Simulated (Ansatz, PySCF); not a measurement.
B2H4, SMILES BB. Atoms are numbered in the order given.

```xyz
6

B      0.0000     0.0000     0.8133
B      0.0000     0.0000    -0.8133
H     -0.7166     0.7166     1.4496
H      0.7166    -0.7166     1.4496
H     -0.7166    -0.7166    -1.4496
H      0.7166     0.7166    -1.4496
```

Geometry: B3LYP-D3(BJ)/def2-TZVP.

Vertical ionisation energy (IE) and electron affinity (EA) in eV. Rows of orbital energies are one-electron estimates. Where ΔSCF, EOM or ADC give a negative EA the extra electron is unbound and the value depends on the basis.

```csv
level,IE,EA
"−ε(HOMO), −ε(LUMO), CAM-B3LYP/def2-TZVPD (PySCF)",10.12,0.56
"−ε(HOMO), −ε(LUMO), PBE0/def2-TZVPD (PySCF)",8.65,1.66
"−ε(HOMO), −ε(LUMO), PBE/def2-TZVPD (PySCF)",…,…
ADC(2)/aug-cc-pVDZ (PySCF),11.11,-0.36
"ΔSCF, PBE0/def2-TZVPD (Ansatz), final states of multiplicity 2 and 2",11.24,-0.21
"ΔSCF, PBE/def2-TZVPD (Ansatz), final states of multiplicity 2 and 2",11.09,-0.08
```

**Question.** Complete the blanks. (The exact figures need the calculation; the answer reports its results.)

**Answer.** 
- −ε(HOMO), −ε(LUMO), PBE/def2-TZVPD (PySCF), IE: 7.29
- −ε(HOMO), −ε(LUMO), PBE/def2-TZVPD (PySCF), EA: 2.69

**Question.** What vertical singlet–triplet gap does ΔSCF give with PBE0/def2-TZVPD (Ansatz, a program for electronic structure) and with PBE/def2-TZVPD (Ansatz)? (Estimate from the structure and the level; the computed values follow.)

**Answer.** 4.23 and 4.01 eV (triplet above singlet where positive).

Computed lowest 1s main lines (those of the lightest heavy element) from CVS-ADC(2)-x/aug-cc-pVDZ (PySCF, non-relativistic), with pole strengths:
197.7 eV (1.54), 197.8 eV (1.54).

**Question.** Beyond the first one, list the lowest photoelectron lines from ADC(2)/aug-cc-pVDZ (PySCF 2.14.0) with their pole strengths (two spins summed). (Estimate from the structure and the level; the computed values follow.)

**Answer.** 12.76 eV (1.86), 12.76 eV (1.86), 16.19 eV (1.83), 18.70 eV (1.78).
